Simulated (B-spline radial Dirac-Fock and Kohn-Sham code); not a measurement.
## Ionisation of each subshell: La¹⁵⁺

System: lanthanum as La¹⁵⁺, configuration 1s2 2s2 2p6 3s2 3p6 3d10 4s2 4p6 4d6; nuclear rms radius 4.855 fm (A = 139).

These are calculated numbers from a radial B-spline solver; the model is multi-electron Dirac-Fock with separately optimised hole states, Breit and Lamb-shift corrections added in first order. Electron correlation is not included. Energies are counted from the vacuum level.

All terms are in eV, carry their sign (relaxation lowers the binding energy) and add up to the binding energy; ⟨r⟩ is the mean radius of the orbital in the initial state.

| subshell | −ε (Koopmans) | relaxation | Gaunt | retardation | self-energy | vacuum polarisation | binding energy | ⟨r⟩ (bohr) |
| --- | --- | --- | --- | --- | --- | --- | --- | --- |
| K | 39474.8 | -59.92 | -106.49 | 8.91 | -58.55 | 8.62 | 39267.4 | 0.025 |
| L1 | 6657.4 | -28.18 | -10.36 | 0.65 | -7.50 | 1.03 | 6613.0 | 0.107 |
| L2 | 6281.2 | -31.89 | -18.22 | 2.03 | 0.40 | -0.01 | 6233.5 | 0.090 |
| L3 | 5866.5 | -30.31 | -13.02 | 2.48 | -0.29 | -0.05 | 5825.3 | 0.096 |
| M1 | 1709.9 | -8.84 | -1.65 | 0.08 | -1.60 | 0.21 | 1698.1 | 0.283 |
| M2 | 1550.7 | -9.41 | -3.04 | 0.31 | 0.08 | 0.00 | 1538.6 | 0.273 |
| M3 | 1467.4 | -8.84 | -2.03 | 0.42 | -0.05 | -0.01 | 1456.8 | 0.284 |
| M4 | 1192.3 | -10.66 | -1.08 | 0.07 | 0.14 | -0.01 | 1180.7 | 0.256 |
| M5 | 1174.7 | -10.38 | -0.64 | 0.08 | 0.09 | -0.01 | 1163.8 | 0.260 |
| N1 | 584.6 | -1.47 | -0.37 | 0.02 | -0.38 | 0.05 | 582.4 | 0.634 |
| N2 | 520.7 | -1.45 | -0.66 | 0.08 | 0.02 | 0.00 | 518.7 | 0.648 |
| N3 | 501.2 | -1.33 | -0.43 | 0.10 | -0.01 | 0.00 | 499.6 | 0.669 |
| N4,5 | 398.5 | -1.21 | -0.12 | 0.02 | 0.03 | 0.00 | 397.2 | 0.704 |

For the deepest level, K (1s), the Breit terms make up -0.248 % of the binding energy, QED -0.127 % and orbital relaxation -0.153 %.

Spin-orbit splittings: 2p 408.2 eV, 3p 81.81 eV, 3d 16.93 eV, 4p 19.15 eV.

Going to the tabulated ground configuration of the next ion removes an electron from N4,5 (4d), computed at 397.2 eV. NIST lists 393 ± 3 eV as the ionisation energy of this species (theoretical), -4.17 eV from the computed value. Where a p, d or f shell is open in either ion the computed value averages over both j values and all terms, while the table refers to the lowest levels; that difference holds spin-orbit splitting (largest in heavy or highly charged ions), term energies where several electrons share open shells, and correlation, and it can reach 10 % or more.
